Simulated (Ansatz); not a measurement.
Isolated molecules relaxed with PBE0-D4/def2-TZVP in Ansatz; ΔE leaves out vibrations. CCSD(T)/CBS is the MP2 limit (def2-TZVPP, def2-QZVPP) plus CCSD(T) − MP2 in def2-TZVPP, frozen cores. This one scheme is used for every species. DFT in def2-TZVPP. Each species was taken in one conformer, which may not be the lowest.

`NB(O)F` + `C=C[SiH3]` → `NB(F)/C=C/[SiH3]` + H₂O  (formal exchange of groups at a B–O bond)

| level | ΔE (kJ/mol) |
| --- | --- |
| LDA (SPW92) | 90.8 |
| r2SCAN0 | 99.0 |
| BHLYP | 105.1 |
| CAM-B3LYP | 102.6 |

(1) What does CCSD(T)/CBS give? (Best estimate.)

Largest T1 diagnostic among the species: 0.012.

Results:

(1) Ansatz gave: +90.9 kJ/mol. The listed levels differ from it by -0.1, 8.1, 14.2, 11.7 kJ/mol.

The D4 term adds −5.2 kJ/mol with B3LYP and −3.2 kJ/mol with PBE0; it sums over pairs of atoms, weighted by their polarisabilities, and B3LYP, whose exchange is more repulsive, gets the larger term. Leaving LDA and LC-ωPBE aside and taking each functional with its dispersion term where it has one, the values, not all of them listed here, spread over 16.6 kJ/mol, from revPBE-D4 to BHLYP-D4.

B3LYP here is the variant with VWN-RPA as its local correlation; programs differ in this.
